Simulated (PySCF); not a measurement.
H8N2Si3, SMILES N[SiH]1[SiH2]N[SiH2]1. Geometry optimised at B3LYP-D3(BJ)/def2-SVP. The structure was generated by enumeration, and PubChem lists no compound with its InChIKey, so it may never have been made. The values are those of a single conformer.

Computed equilibrium geometry at B3LYP-D3(BJ)/def2-SVP (PySCF confirms it by a frequency run) as a Z-matrix (one conformer of several):
```
Si
N 1 1.7383
H 2 1.0158 1 119.38
H 2 1.0161 3 110.54 1 144.05
H 1 1.4926 2 106.90 3 -177.86
Si 1 2.3663 5 115.60 2 -134.04
N 6 1.7608 1 86.85 5 -104.87
H 7 1.0174 6 124.43 1 175.53
Si 7 1.7655 8 124.51 6 -178.64
H 6 1.4975 7 113.24 8 54.75
H 9 1.4991 7 112.64 8 -54.44
H 6 1.4996 10 106.26 7 126.16
H 9 1.5004 11 106.09 7 -124.99
```
